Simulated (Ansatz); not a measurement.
The pair A = CH4O (SMILES CO) (first 6 atoms), B = CH3Cl (SMILES CCl); geometry from B3LYP-D3(BJ)/def2-TZVP.
(charge 0, multiplicity 1):
```xyz
11

C     -0.52141    -0.45724    -0.31723
O      0.13506     0.73319     0.09353
H      0.16233    -1.15025    -0.81907
H     -1.29801    -0.16694    -1.02376
H     -0.99145    -0.97867     0.52416
H      0.79731     0.49673     0.75478
C     -0.55578     0.98151     3.33463
Cl     0.92293    -0.04131     3.20544
H     -0.31788     1.83207     3.96552
H     -0.82206     1.29803     2.33079
H     -1.34005     0.37789     3.78046
```

Frozen-core correlation. MP2 and its Hartree–Fock in aug-cc-pV(T+d)Z are density fitted.

The values were computed with Ansatz (a quantum-chemistry and plane-wave program) with Gaussian orbitals. Each number belongs to the level named beside it.

The counterpoise-corrected interaction energy is E(AB) − E(A in the pair's basis) − E(B in the pair's basis). Total energies (hartree):

```
level                              AB  A in the pair's basis  B in the pair's basis
-----------------------  ------------  ---------------------  ---------------------
HF/aug-cc-pV(D+d)Z       -614.1876372           -115.0616182           -499.1243545
MP2/aug-cc-pV(D+d)Z      -614.8595383           -115.4224994           -499.4317021
HF/aug-cc-pV(T+d)Z       -614.2430808           -115.0918586           -499.1496400
MP2/aug-cc-pV(T+d)Z      -615.0664375           -115.5292413           -499.5310678
CCSD(T)/aug-cc-pV(D+d)Z  -614.9345898           -115.4563208           -499.4731589
```

Q: Work out the counterpoise-corrected interaction energy at the basis-set limit: extrapolate the MP2 correlation part as X⁻³, take Hartree–Fock from the larger set, and add the CCSD(T) − MP2 difference of aug-cc-pV(D+d)Z.

A: 
1. Differences (1 hartree = 627.509 kcal/mol): HF/aug-cc-pV(D+d)Z -1.045; MP2/aug-cc-pV(D+d)Z -3.349; HF/aug-cc-pV(T+d)Z -0.993; MP2/aug-cc-pV(T+d)Z -3.846; CCSD(T)/aug-cc-pV(D+d)Z -3.207.
2. Correlation parts, MP2 less HF: -2.304 in aug-cc-pV(D+d)Z (X = 2), -2.853 in aug-cc-pV(T+d)Z (X = 3).
3. Limit (3³·(-2.853) − 2³·(-2.304))/(3³ − 2³) = -3.084; with HF/aug-cc-pV(T+d)Z it gives -4.077.
4. CCSD(T) less MP2 in aug-cc-pV(D+d)Z: 0.142.
Result: -3.93 kcal/mol, against -3.35 at MP2/aug-cc-pV(D+d)Z. It is an estimate of this method's limit, not of the exact value.
